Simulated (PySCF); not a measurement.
## Highest orbital energy against ionisation energy along the second row

Calculated with PySCF 2.14, no spin-orbit coupling. Each cell gives −ε(HOMO) / ΔSCF in eV; NIST values include spin-orbit coupling, (s) semi-empirical, (t) theoretical.

| species | UHF | LDA | PBE | PBE0 | r2SCAN | NIST (lowest levels) |
| --- | --- | --- | --- | --- | --- | --- |
| Be⁺ (aug-cc-pVTZ with one added diffuse shell each of s, p, d, f type, non-relativistic) | 18.127 / 18.125 | 14.295 / 18.249 | 14.462 / 18.491 | 15.474 / 18.453 | 14.594 / 18.182 | 18.211 |
| B⁺ (aug-cc-pVTZ with one added diffuse shell each of s, p, d, f type, non-relativistic) | 23.776 / 23.443 | 19.403 / 24.547 | 19.500 / 24.599 | 20.789 / 24.556 | 19.722 / 24.252 | 25.155 |
| C⁺ (aug-cc-pVTZ with one added diffuse shell each of s, p, d, f type, non-relativistic) | 24.858 / 24.151 | 17.796 / 24.752 | 17.945 / 24.833 | 19.784 / 24.816 | 18.629 / 24.985 | 24.383 |
| N⁺ (aug-cc-pVTZ with one added diffuse shell each of s, p, d, f type, non-relativistic) | 30.364 / 29.193 | 21.998 / 30.041 | 22.020 / 29.888 | 24.237 / 29.898 | 22.790 / 30.127 | 29.601 (s) |
| O⁺ (aug-cc-pVTZ with one added diffuse shell each of s, p, d, f type, non-relativistic) | 36.195 / 34.567 | 26.438 / 35.571 | 26.372 / 35.271 | 28.977 / 35.305 | 27.289 / 35.473 | 35.121 |
| F⁺ (aug-cc-pVTZ with one added diffuse shell each of s, p, d, f type, non-relativistic) | 35.648 / 33.392 | 26.180 / 35.258 | 26.461 / 35.424 | 29.038 / 35.254 | 27.047 / 35.111 | 34.971 |
| Ne⁺ (aug-cc-pVTZ with one added diffuse shell each of s, p, d, f type, non-relativistic) | 42.097 / 39.266 | 31.254 / 41.428 | 31.258 / 41.145 | 34.235 / 41.006 | 32.038 / 41.134 | 40.963 |

**Question.** How far is −ε(HOMO) from ΔSCF on average for each method, and why?

**Answer.** UHF 1.28 eV; LDA -7.50 eV; PBE -7.38 eV; PBE0 -5.25 eV; r2SCAN -6.74 eV. Hartree-Fock orbital energies lack relaxation and so exceed the ΔSCF value; semilocal functionals have convex E(N) from self-interaction, so their HOMO lies far too high; exact exchange moves hybrids part of the way back.
